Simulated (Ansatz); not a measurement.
Frontier orbitals of CH₃BO₃S, SMILES `O=COB(O)S`.

Cartesian coordinates in Å:
```
O 0.659 -1.996 -0.030
C -0.474 -1.638 -0.199
O -0.908 -0.379 -0.184
B -0.056 0.725 0.043
O 1.262 0.605 0.261
S -0.908 2.318 0.010
H -1.305 -2.330 -0.392
H 1.522 -0.332 0.239
H 0.206 3.026 0.253
```

Charge 0, multiplicity 1. All single points use the PBE0-D4/def2-TZVP geometry. It is one conformer, not always the lowest. Basis def2-TZVPP, the Gaussian-basis code of Ansatz.

Orbital energies of one run (eV). Highest occupied ones, from the top: -6.99, -7.77, -8.95, -9.07, -9.37, -9.90, -11.05, -11.25, -12.42, -13.18, -14.20, -14.79, -17.93, -19.85. Empty: -1.80, -0.16, 0.45, 0.64, 1.40, 2.00.

**Question.** Which functional gave them?
A. PBE0
B. B97M-V
C. ωB97M-V
D. revPBE

**Answer.** B. HOMO energies: B97M-V -6.99, ωB97M-V -10.03, PBE0 -7.86, revPBE -6.58 eV.
